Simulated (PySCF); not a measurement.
C₄H₈IN.
Atom-mapped SMILES: `[CH3:1]/[C:2]([I:3])=[CH:4]/[CH2:5][NH2:6]` (hydrogens: H7, H8, H9 on C1; H10 on C4; H11, H12 on C5; H13, H14 on N6)

Method used: PySCF 2.14.0, PBE0-D3(BJ)/def2-SVP geometry optimisation, gas phase, def2 core potentials past Kr.

Q: List the bond lengths, angles and torsions at this level.

A: 
```tsv
bond	length (pm)	order
C1–C2	149.2	single
C2–I3	212.8	single
C2=C4	133.6	double
C4–C5	150.0	single
C5–N6	145.3	single
C1–H7, C1–H8, C1–H9	110.1	single
C4–H10	110.0	single
C5–H11, C5–H12	110.2	single
N6–H13, N6–H14	101.9	single
```

Bonds in one row agree within 1 pm and their mean is given. Orders are formal, as drawn. A selection of angles:
```tsv
angle	degrees
C2–C1–H7	110.0
C2–C1–H8	111.3
H7–C1–H8	108.7
H8–C1–H9	107.1
C1–C2–I3	113.2
C1–C2–C4	125.8
I3–C2–C4	121.0
C2–C4–C5	129.5
C2–C4–H10	114.7
C5–C4–H10	115.7
C4–C5–N6	114.5
C4–C5–H11	109.7
N6–C5–H11	108.7
N6–C5–H12	108.4
H11–C5–H12	106.3
C5–N6–H13	109.5
C5–N6–H14	110.5
H13–N6–H14	106.0
```

Torsions: C1–C2–C4–C5 177° (antiperiplanar); C2–C4–C5–N6 -106° (anticlinal). The mirror-image conformer, all signs reversed, is as good.

N6 (primary amine nitrogen) is pyramidal (angles 110.5°, 109.5° and 106.0°, sum 326.0°, 0.39 Å off the plane of its three neighbours). Of the pairs four or more bonds apart, I3···H11 is among the closest relative to their van der Waals radii: 2.87 Å, 90 % of the sum of Bondi's values. The 3 C–C bonds span 1.336 Å (C2=C4, drawn double) to 1.500 Å (C4–C5, drawn single), a spread of 0.164 Å.

Point group: C1 (no symmetry element, even within 0.4 Å). Not checked by PBE0-D3(BJ)/def2-SVP frequencies. The numbers are those of one conformer (C2–C4–C5–N6 -106°, C4–C5–N6–H 58° and -59°).
